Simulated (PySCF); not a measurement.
These are PySCF 2.14.0 with r2SCAN-D4/def2-TZVP values and carry that method's errors. Isolated molecules, 0 K electronic values unless said otherwise. Delta-SCF ions had no search for a lower state. 

Reference species (SMILES): `[F][Ge]([F])([F])[F]` (neutral, multiplicity 1).

```json
{
  "LUMO": "-2.54 eV",
  "vertical ionisation energy (Delta-SCF)": "14.57 eV",
  "HOMO–LUMO gap": "8.52 eV",
  "S1 oscillator strength": "0.000"
}
```

Changed species: `[F][GeH3]` (3 of 4 F replaced by H; the reference has 0 of 4 F replaced by H).

What does the change do to the LUMO, vertical ionisation energy (Delta-SCF), HOMO–LUMO gap and S1 oscillator strength?

the LUMO increases by 1.89 eV, to -0.65 eV; the vertical ionisation energy (Delta-SCF) decreases by 2.51 eV, to 12.06 eV; the HOMO–LUMO gap decreases by 0.61 eV, to 7.91 eV; the S1 oscillator strength stays essentially unchanged.
